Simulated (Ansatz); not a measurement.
Input file for Ansatz (a program for electronic structure): R-RI-MP2/aug-cc-pVTZ on N2 (SMILES N#N) with ghost functions, monomers drawn apart or pushed together. Files ending in .json are basis or fitting sets from the Basis Set Exchange.

Ansatz 0.2 input:
```yaml
crystal:
  periodic: [false, false, false]
  atoms:
    - {symbol: N, position_ang: [-0.34839498, 0.36281176, -0.32613753]}
    - {symbol: N, position_ang: [0.36657889, -0.35850908, 0.07092464]}
basis:
  gaussian:
    orbitals: aug-cc-pVTZ
    fitting: {mean_field: def2-universal-JKFIT, correlation: aug-cc-pVTZ-RIFIT.json}
    ghost_atoms:
      - {symbol: C, position_ang: [0.19604217, -0.49762381, 4.12278018]}
      - {symbol: O, position_ang: [-0.66479050, 0.43710603, 3.48580888]}
      - {symbol: H, position_ang: [0.89322534, -0.01149837, 4.81398761]}
      - {symbol: H, position_ang: [0.77278058, -0.98029945, 3.33541583]}
      - {symbol: H, position_ang: [-0.36186518, -1.26880104, 4.66517340]}
      - {symbol: H, position_ang: [-1.19095737, 0.88162162, 4.15739526]}
magnetization: {spin_polarized: false}
correlation: {method: mp2, electrons: outside_noble_gas}
scf: {lower_state_search: off}
```

The log:

```
WARN ansatz: RAYON_NUM_THREADS=1 ignored (pool sized by the plan → 1); use --threads N
Functional definition: HF
these checks for a lower state are left out or cut short: stability, starts, cluster_reference, orbital_swaps, neighbouring_geometries, increment
integrals: 0.23 GiB planned
378 factors; integrals over basis functions are off by at most 9.0e-1 eV
mean field: 0.41 GiB planned
mean field evaluation 1: about -2965.3353 eV, gradient 1.2e1 eV
mean field evaluation 2: about -2965.6375 eV, gradient 2.6e0 eV
mean field evaluation 4: about -2965.6586 eV, gradient 7.2e-2 eV
mean field -2965.65863827 eV, -108.9859447608 hartree, gradient 9.7e-6 eV, S^2 0.000000; 0 other end points of the search recorded, 0 dependent functions left out
2 core orbitals not correlated
608 factors; their error is unknown
reference -2965.65863827 eV, -108.9859447608 hartree; 5, 5 occupied and 269, 269 virtual orbitals, 608 factors
second order -10.27563271 eV of doubles, -0.00000000 eV of singles
Total energy: -2975.93427098 eV, -109.3635672979 hartree
Checks for a lower state left out: stability, starts, cluster_reference, orbital_swaps, neighbouring_geometries, increment
```

The run converged.

Cost: very roughly 1.4 core-seconds.
